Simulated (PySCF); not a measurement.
SMILES c1(C[SiH2]c2sccc2)sccc1 at its GFN2-xTB optimised geometry (Å):

```
22

C     -0.2128    -1.6891     0.0000
C      1.1414    -1.6891     0.0000
S      1.7824    -0.0892     0.0000
C      0.1865     0.5945     0.0060
C     -0.0086     2.0594    -0.0919
Si     0.2184     2.6158    -1.9178
C     -0.5921     1.2817    -2.9538
C     -0.0021     0.2514    -3.6263
C     -0.9179    -0.6504    -4.2069
C     -2.2076    -0.3011    -3.9674
S     -2.3199     1.1333    -3.0313
C     -0.7578    -0.3840    -0.0023
H     -0.8097    -2.5839     0.0010
H      1.8144    -2.5230     0.0053
H     -1.0133     2.3077     0.2515
H      0.7014     2.5839     0.5465
H      1.6416     2.6507    -2.2591
H     -0.4348     3.9112    -2.1149
H      1.0658     0.1447    -3.7008
H     -0.6293    -1.5178    -4.7737
H     -3.1046    -0.7956    -4.2837
H     -1.8144    -0.1808    -0.0066
```

Method: PBE0/def2-SVP run with PySCF. Cells within 0.4 Å of a nucleus heavier than hydrogen are left out (blank, or x).

Map of the electron localisation function on the plane z = 0.0 Å:

```
|0000000000000000000000000000000|
|0000000000000000000000000000000|
|0000000000000000000000000000000|
|0000000000000000000000000000000|
|0000000000000000010000000000000|
|0000000000243212354200000000000|
|0000000005898744788610000000000|
|0000000028999965899720000000000|
|000000003999993x488610000000000|
|00000000079999xxx65200000000000|
|0000000001588652652000011000000|
|0000000000001489962012444200000|
|0000000000000365354346776520000|
|000000158852254xx48757998630000|
|000000599997578xx79310799741000|
|0000018999993x885770xx198741000|
|000001899999xx252250xx288531000|
|000000699998xx54015722665320000|
|0000001577657996336987432100000|
|00000000000278x277x275100000000|
|00000000000253xx87xx55200000000|
|00000000002788xx87xx99830000000|
|0000000002899996555999982000000|
|0000000006999996226999996000000|
|0000000007999994004999997000000|
|0000000004999982001799993000000|
|0000000000599850000278730000000|
|0000000000024310000011000000000|
|0000000000000000000000000000000|
|0000000000000000000000000000000|
|0000000000000000000000000000000|
```
Scale: ten equal steps from 0.000 (start of '0') to 1.000 (end of '9'), in the order '0123456789'; x runs from -5.00 to 5.00, y from -5.00 (bottom) to 5.00 (top).
